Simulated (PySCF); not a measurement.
**Spinor energies of Mn³⁺ (manganese, charge +3)**

Start: [Ar] 3d3 4p1; 3d5/2 filled at m_j = +1/2, +3/2, +5/2; 4p3/2 filled at m_j = +3/2. Calculated with PySCF 2.14 in x2c-SVPall-2c with one added diffuse shell each of s, d type (6s5p4d1f, 48 functions): generalised Hartree-Fock with the X2C-1e Hamiltonian and a Gaussian nucleus; one run each with spin-orbit coupling (SO) switched off, then screened by Boettger's factors. This is a chosen level, not necessarily the ground level.

```json
{"spinor shell": "1s1/2", "electrons": "2", "ε, spin-free (eV)": "-6651.2", "ε, screened SO (eV)": "-6651.2", "weight of nominal j (screened SO)": "1.000", "rms radius, screened SO (bohr)": "0.0704"}
{"spinor shell": "2s1/2", "electrons": "2", "ε, spin-free (eV)": "-858.87", "ε, screened SO (eV)": "-858.87", "weight of nominal j (screened SO)": "1.000", "rms radius, screened SO (bohr)": "0.302"}
{"spinor shell": "2p1/2", "electrons": "2", "ε, spin-free (eV)": "-732.81", "ε, screened SO (eV)": "-739.76", "weight of nominal j (screened SO)": "0.991", "rms radius, screened SO (bohr)": "0.271"}
{"spinor shell": "2p3/2", "electrons": "4", "ε, spin-free (eV)": "-732.81", "ε, screened SO (eV)": "-729.41", "weight of nominal j (screened SO)": "0.995", "rms radius, screened SO (bohr)": "0.274"}
{"spinor shell": "3s1/2", "electrons": "2", "ε, spin-free (eV)": "-154.85", "ε, screened SO (eV)": "-154.86", "weight of nominal j (screened SO)": "1.000", "rms radius, screened SO (bohr)": "0.908"}
{"spinor shell": "3p3/2", "electrons": "4", "ε, spin-free (eV)": "-116.03", "ε, screened SO (eV)": "-116.71", "weight of nominal j (screened SO)": "0.834", "rms radius, screened SO (bohr)": "0.969"}
{"spinor shell": "3p1/2", "electrons": "2", "ε, spin-free (eV)": "-116.03", "ε, screened SO (eV)": "-114.70", "weight of nominal j (screened SO)": "0.668", "rms radius, screened SO (bohr)": "0.966"}
{"spinor shell": "3d5/2", "electrons": "3", "ε, spin-free (eV)": "-65.740", "ε, screened SO (eV)": "-65.717", "weight of nominal j (screened SO)": "0.786", "rms radius, screened SO (bohr)": "1.06"}
{"spinor shell": "4p3/2", "electrons": "1", "ε, spin-free (eV)": "-28.621", "ε, screened SO (eV)": "-28.593", "weight of nominal j (screened SO)": "1.000", "rms radius, screened SO (bohr)": "3.22"}
```

```
   quantity    spin-free  screened SO
E (hartree)  -1154.40543  -1154.41199
        M_J            6            6
       ⟨J²⟩       42.003       42.003
       ⟨L²⟩       20.003       20.014
       ⟨S²⟩        6.000        5.997
```

Each row is a mean over spinors that exchange with the open shell spreads, by up to 12.816 eV (3p3/2).

Rows whose weight is well below 1 are mixtures of j = l ± 1/2: exchange outweighs spin-orbit coupling there, and the label is only the starting occupation.

Without spin-orbit coupling the j labels of p, d and f shells carry no meaning; the spin-free column gives the mean over the occupied spinors of each nl shell.
